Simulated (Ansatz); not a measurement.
`C[NH2+][B-](C)(Cl)Cl` at its PBE0-D4/def2-TZVP geometry, where that method's forces vanish. Charge 0, multiplicity 1.

```xyz
14

C    -1.1413    1.1602   -1.1233
N    -0.7517    0.2062   -0.0675
B     0.8184   -0.2005    0.0449
C     0.9743   -1.2291    1.2461
Cl    1.2378   -0.9450   -1.5998
Cl    1.7055    1.3986    0.3463
H    -0.5897    2.0841   -0.9662
H    -0.8592    0.7367   -2.0844
H    -2.2147    1.3466   -1.0891
H    -1.0117    0.5771    0.8441
H    -1.2602   -0.6673   -0.1886
H     0.6706   -0.7970    2.2062
H     2.0210   -1.5221    1.3475
H     0.4009   -2.1487    1.0839
```

(1) What forces (eV/Å) does r2SCAN-D4/def2-TZVPP give on these atoms in the Gaussian-basis code of Ansatz? (An estimate is asked.)

## Answers

(1) Computed: 
```
C1  -0.102  0.202 -0.219
N2  -0.016 -0.114  0.141
B3   0.066 -0.083  0.084
C4   0.001 -0.020  0.024
Cl5  0.033 -0.070 -0.134
Cl6  0.074  0.132  0.034
H7  -0.013 -0.029  0.003
H8  -0.006  0.005  0.031
H9   0.022 -0.005  0.000
H10 -0.023  0.005  0.028
H11 -0.028 -0.023  0.005
H12  0.004 -0.009 -0.007
H13 -0.019  0.000  0.004
H14  0.007  0.007  0.006
```
